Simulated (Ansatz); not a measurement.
H$_{7}$B$_{3}$N$_{3}$ (SMILES B1NB[NH2+]BN1), charge +1, singlet, at a GFN2-xTB geometry. Base run: R2SCAN/STO-3G in Ansatz (a program for electronic structure).

Geometry (Å):
```xyz
13

B      0.8625    -1.1933     0.2047
N      1.3951     0.1371     0.2658
B      0.6699     1.2972     0.0888
N     -0.8247     1.1409    -0.1957
B     -1.4130    -0.2690    -0.2651
N     -0.5410    -1.3187    -0.0631
H      1.5377    -2.1274     0.3649
H      2.3857     0.2123     0.4553
H      1.1130     2.3738     0.1406
H     -1.0381     1.6229    -1.0729
H     -1.3441     1.6728     0.5075
H     -2.5524    -0.3824    -0.4822
H     -0.9044    -2.2617    -0.1037
```
Charge +1, spin multiplicity 1.
All else is at Ansatz's defaults.

The base run was repeated with changes; each row names its change, and settings that it needs were set with it.

```json
[
 {"change": "base", "basis functions": "37", "E (Eh)": "-239.86196", "core-seconds (rough)": "2"},
 {"change": "basis = 3-21G", "basis functions": "68", "E (Eh)": "-241.51670", "core-seconds (rough)": "3"},
 {"change": "basis = 6-31G", "basis functions": "68", "E (Eh)": "-242.76670", "core-seconds (rough)": "4"},
 {"change": "basis = pcseg-0", "basis functions": "68", "E (Eh)": "-242.19753", "core-seconds (rough)": "3"},
 {"change": "basis = def2-SV(P)", "basis functions": "98", "E (Eh)": "-242.62290", "core-seconds (rough)": "5"},
 {"change": "basis = def2-SVP", "basis functions": "119", "E (Eh)": "-242.65574", "core-seconds (rough)": "5"},
 {"change": "basis = 6-31G**", "basis functions": "125", "E (Eh)": "-242.84150", "core-seconds (rough)": "5"},
 {"change": "basis = aug-pcseg-1", "basis functions": "201", "E (Eh)": "-242.78978", "core-seconds (rough)": "10"},
 {"change": "basis = def2-TZVP", "basis functions": "228", "E (Eh)": "-242.92312", "core-seconds (rough)": "10"},
 {"change": "basis = pc-2", "basis functions": "278", "E (Eh)": "-242.93051", "core-seconds (rough)": "10"},
 {"change": "basis = pcseg-2", "basis functions": "278", "E (Eh)": "-242.92500", "core-seconds (rough)": "10"},
 {"change": "basis = cc-pVTZ", "basis functions": "278", "E (Eh)": "-242.92230", "core-seconds (rough)": "10"},
 {"change": "basis = def2-TZVPD", "basis functions": "285", "E (Eh)": "-242.92352", "core-seconds (rough)": "20"}
]
```

Totals compare only among sets that treat the same electrons; sets with core potentials leave the core out.
